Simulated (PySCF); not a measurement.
**Two-dimensional NMR puzzle**

Compound of formula C₅H₁₃NSi₂. Correlations simulated from computed shifts and the bond graph:

HSQC (one-bond C–H):
```csv
δH,δC
4.61,92.9
4.15,92.9
3.40,47.8
1.24,21.9
```

COSY cross peaks (H two or three bonds apart, from the bond graph; peaks can be absent where the dihedral angle is near 90°):
```csv
δH,δH
5.39,4.55
4.61,4.15
3.40,1.24
```

HMBC (two and three bonds, from the bond graph):
```csv
δH,δC
5.39,"156.9, 47.8"
4.61,156.9
4.55,"156.9, 92.9"
4.15,156.9
3.40,"156.9, 21.9"
1.24,"47.8, 21.9"
```

Carbons without hydrogens: δ 156.9.

- GIAO PBE0/pcSseg-1 shieldings
- GFN2-xTB structure
- code: PySCF 2.14
- no relativistic terms, one averaged value for each set of equivalent atoms, one computed conformer, gas phase

δ = σ(ref) − σ, references computed at the same level: ¹H (σref 31.72) and ¹³C (σref 186.93) vs TMS.

Exchangeable hydrogens are left out of these lists.

Question: Work out the connectivity.

Answer: SMILES C=C1[SiH2][SiH2]N1C(C)C.

Atom-mapped SMILES (the numbers label the heavy atoms): `[CH2:1]=[C:2]1[SiH2:3][SiH2:4][N:5]1[CH:6]([CH3:7])[CH3:8]`. Each H is labelled by its parent atom. Ha(C1) is cis to Si3; Hb(C1) is trans to Si3.

1. δC 156.9 is C2, an alkene carbon bearing nitrogen.
2. δC 92.9 is C1, a β carbon of an enol-ether or enamine type C=C (δH 4.61, 4.15).
3. δC 47.8 is C6, an sp3 CH bonded to N (δH 3.40).
4. δC 21.9 is C7/C8, a methyl carbon (δH 1.24).
5. HMBC from δH 5.39 reaches the proton-free carbon C2.
6. HMBC from δH 4.61 reaches the proton-free carbon C2.
7. HMBC from δH 4.55 reaches the proton-free carbon C2.
8. HMBC from δH 4.15 reaches the proton-free carbon C2.
9. COSY links 5.39–4.55, 4.61–4.15, 3.40–1.24.

The shifts were computed for this structure.

Shifts are as computed. Against solution values, carbons near 30 ppm lie about +3 ppm off and those near 130 ppm about +5 ppm. Of 1211 compounds with measured shifts, 218 miss one by over three times the rms of a fit or turn the order of signals round; such compounds aren't used in these exercises.
